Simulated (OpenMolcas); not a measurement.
An atom or ion with 4 electrons was computed by XMS-CASPT2, IPEA 0.25 Eh, imaginary shift 0.1 Eh with spin-orbit coupling (OpenMolcas, ANO-RCC-VTZP, DKH2). The lowest levels that the run gave, each within 12 % of the measured value where one is at hand:

```json
{"J": "0", "Parity": "even", "E (cm⁻¹)": "0.0", "g": ""}
{"J": "0", "Parity": "odd", "E (cm⁻¹)": "96728", "g": ""}
{"J": "1", "Parity": "odd", "E (cm⁻¹)": "97005", "g": "1.501"}
{"J": "2", "Parity": "odd", "E (cm⁻¹)": "97563", "g": "1.501"}
{"J": "1", "Parity": "odd", "E (cm⁻¹)": "189428", "g": "1.000"}
{"J": "0", "Parity": "even", "E (cm⁻¹)": "252211", "g": ""}
{"J": "1", "Parity": "even", "E (cm⁻¹)": "252485", "g": "1.501"}
{"J": "2", "Parity": "even", "E (cm⁻¹)": "253027", "g": "1.501"}
{"J": "2", "Parity": "even", "E (cm⁻¹)": "275967", "g": "1.000"}
```

**Question.** Which ion is it, and what are the configurations and terms?

**Answer.** F VI (Z = 9, charge +5; active space 2 electrons in 8 orbitals (2s 2p 3s 3p)). J, parity and g give the terms where levels are pure, and mixed ones are named by the computed weights; the size of the splittings, set against known spectra of the 4-electron sequence, gives the charge. In order, with the measured energies in cm⁻¹ (Moore, Atomic Energy Levels, vol. I, NSRDS-NBS 35 (1971 reprint of NBS Circular 467, 1949)): 2s² ¹S₀, 2s 2p ³P°₀, 2s 2p ³P°₁ (96861), 2s 2p ³P°₂ (97437), 2s 2p ¹P°₁, 2p² ³P₀, 2p² ³P₁ (251635), 2p² ³P₂ (252145), 2p² ¹D₂ (274597).

Active for correlation alone: 3p 3s; no level in the range computed is led by a configuration that fills them, so any true level of that kind is missing. Computed and measured levels are paired by configuration, term and J; levels that our copy of the source lacks, or whose pairing is in doubt (as where it misses far off the trend of its configuration), stay unpaired and out of the deviations. Only configurations of the active space appear.

° marks odd parity.
